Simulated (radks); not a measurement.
Species: Eu XXXVIII. Configuration: [Ar] 3d8 (the NIST ground configuration).

Calculated with a radial shooting solver on a logarithmic mesh with Libxc functionals: Dirac Kohn-Sham, PBE, spin-unpolarised, spherical densities, point nucleus; open shells are shared between the two j in proportion to 2j + 1.

Energy parts (hartree):
part                       energy
total                  -9952.9066
kinetic                10885.2030
electron-nucleus      -22663.8440
Hartree                 2009.2335
exchange-correlation    -183.4992

Orbitals (lengths in bohr, moments of r in powers of bohr):
1s1/2: occ. 2; eigenvalue (hartree) -1838.441; <1/r> 70.25; small-component weight 5.50e-02
2s1/2: occ. 2; eigenvalue (hartree) -352.5072; <1/r> 16.79; small-component weight 1.22e-02
2p1/2: occ. 2; eigenvalue (hartree) -337.9418; <1/r> 16.75; small-component weight 1.22e-02
2p3/2: occ. 4; eigenvalue (hartree) -313.9519; <1/r> 14.87; small-component weight 1.14e-02
3s1/2: occ. 2; eigenvalue (hartree) -120.0528; <1/r> 6.313; small-component weight 4.10e-03
3p1/2: occ. 2; eigenvalue (hartree) -113.9582; <1/r> 6.235; small-component weight 4.04e-03
3p3/2: occ. 4; eigenvalue (hartree) -108.6804; <1/r> 5.759; small-component weight 3.81e-03
3d3/2: occ. 3.2; eigenvalue (hartree) -98.57086; <1/r> 5.638; small-component weight 3.68e-03
3d5/2: occ. 4.8; eigenvalue (hartree) -97.38317; <1/r> 5.519; small-component weight 3.62e-03

The highest occupied level is 3d5/2 at -2649.9 eV. For comparison, the ionisation energy in NIST's Atomic Spectra Database is 2697 eV (theoretical). In exact Kohn-Sham theory the highest level is minus the ionisation energy, but local and semilocal functionals leave it too shallow, through self-interaction and a potential that decays too fast; potentials with the right tail come closer.

Beside tabulated values, note that spin-unpolarised runs miss the spin-polarisation part of the exchange energy of open shells.
